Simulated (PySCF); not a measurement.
BH₃N, SMILES [NH]B (connectivity only; charge and spin as stated), charge -1, multiplicity 1.

The structure is a stationary point at PBE0-D3(BJ)/def2-TZVPD. The multiplicity is an assumed one; other spin states were not compared. The isomer is the one that the SMILES or the coordinates give; other isomers of the formula were not compared.

Level of theory: HF/def2-TZVPD (PySCF).

Isolated molecule, no solvent.

Estimate the frontier levels, gap, dipole moment and polarisability. (The exact figures need the calculation; the answer reports its results.)


* **highest occupied level**: -3.45 eV
* **lowest empty level**: 5.07 eV
* **orbital gap**: 8.52 eV
* **dipole moment about the centre of nuclear charge**: 1.43 D
* **mean static polarisability**: 38.7 bohr³ (5.73 Å³)
* **polarisability, principal values**: 33.8, 37.2, 45.0 bohr³
